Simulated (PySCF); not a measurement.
Two-dimensional NMR puzzle

Compound of formula C5H10OSi3. Correlations simulated from computed shifts and the bond graph:

HSQC (one-bond C–H):
```csv
δH,δC
2.16,104.8
2.14,6.4
```

COSY cross peaks (H two or three bonds apart, from the bond graph; peaks can be absent where the dihedral angle is near 90°):
```csv
δH,δH
5.60,4.47
5.60,4.13
4.47,4.13
```

HMBC (two and three bonds, from the bond graph):
```csv
δH,δC
5.60,"104.8, 90.6, 77.1"
4.47,"117.5, 90.6, 77.1"
4.13,"117.5, 90.6, 77.1"
2.16,90.6
2.14,"117.5, 77.1"
```

Carbons without hydrogens: δ 117.5, 90.6, 77.1.

Averaged over atoms made equivalent by symmetry, fast rotation or ring inversion, in vacuum, one computed conformer, relativity neglected. Structure optimised with GFN2-xTB; σ from GIAO-PBE0/pcSseg-1; PySCF 2.14.

References, each an isolated molecule treated in the same way: 1H (σ = 31.72 ppm), 13C (σ = 186.93 ppm) against TMS.

Exchangeable hydrogens are left out of these lists.

Q: Work out the connectivity.

A: `O([Si@H](C#C)[SiH2]C#CC)[SiH3]`.

Numbering as in the mapped SMILES `[CH:1]#[C:2][Si@@H:3]([O:4][SiH3:5])[SiH2:6][C:7]#[C:8][CH3:9]`; H(Xn) means a hydrogen on atom n. Ha(Si6) is pro-R; Hb(Si6) is pro-S.

δC 117.5 is C8, an alkyne carbon. δC 104.8 is C1, a terminal alkyne carbon (δH 2.16). δC 90.6 is C2, an alkyne carbon. δC 77.1 is C7, an alkyne carbon. δC 6.4 is C9, a propargylic methyl carbon (δH 2.14). HMBC from δH 5.60 reaches the proton-free carbons C2, C7. HMBC from δH 4.47 reaches the proton-free carbons C8, C2, C7. HMBC from δH 4.13 reaches the proton-free carbons C8, C2, C7. HMBC from δH 2.16 reaches the proton-free carbon C2. COSY links 5.60–4.47, 5.60–4.13, 4.47–4.13.

This is the structure that produced the data.

Shifts are as computed. Against solution values, carbons near 30 ppm lie about +3 ppm off and those near 130 ppm about +5 ppm. Of 1211 compounds with measured shifts, 218 miss one by over three times the rms of a fit or turn the order of signals round; such compounds aren't used in these exercises.
